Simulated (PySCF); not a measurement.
**Telling isomers of C4F8 apart by NMR**

- GIAO PBE0/pcSseg-1 shieldings
- PBE0-D3(BJ)/def2-SVP geometry
- B3LYP/pcJ-1 coupling constants
- run in PySCF
- in vacuum, non-relativistic, equivalent nuclei averaged, one conformer

Referencing at the same level of theory: 1H, 13C vs TMS. Multiplet labels drop J under 1 Hz and among equivalent protons, and merge close values. Unscaled 3J(H,H) run several per cent high. One-bond C–F couplings are unscaled and too large by tens of Hz. Shifts are as computed. Against solution values, carbons near 30 ppm lie about +2 ppm off and those near 130 ppm about +5 ppm (rms about the fit 1.9 ppm; single classes can miss by 10 ppm). Of 1328 compounds with measured shifts, 309 miss one by over three times the rms of a fit or turn the order of signals round; such compounds aren't used in these exercises. Signals without a measured value on file couldn't be tested in this way; 1H shifts scatter by 0.2 ppm about their fit, and single ones miss by 0.5 ppm.

(1) Tabulate the signals of `FC1(F)C(F)(F)C(F)(F)C1(F)F`, `FC(F)=C(F)C(F)(F)C(F)(F)F` and their relative energies.

(2) What is the quickest way to tell FC1(F)C(F)(F)C(F)(F)C1(F)F from FC(F)=C(F)C(F)(F)C(F)(F)F?

## Answers

(1) 
```json
{"SMILES": "FC1(F)C(F)(F)C(F)(F)C1(F)F", "carbon types": "4×C", "δC": "115.8", "δH": "–", "E rel. (kcal/mol)": "0.1"}
{"SMILES": "FC(F)=C(F)C(F)(F)C(F)(F)F", "carbon types": "4×C", "δC": "165.2, 126.6, 124.1, 112.5", "δH": "–", "E rel. (kcal/mol)": "0.0"}
```

Energies are electronic energies at PBE0/pcSseg-1 on these geometries, without zero-point or thermal terms, each for the one conformer computed, which needn't be the lowest.

(2) Count the carbon signals: 1 against 4. The first has a fully substituted sp3 carbon bonded to 2 F (C) at 115.8 ppm, the second a fully substituted alkene carbon (C) at 165.2 ppm.
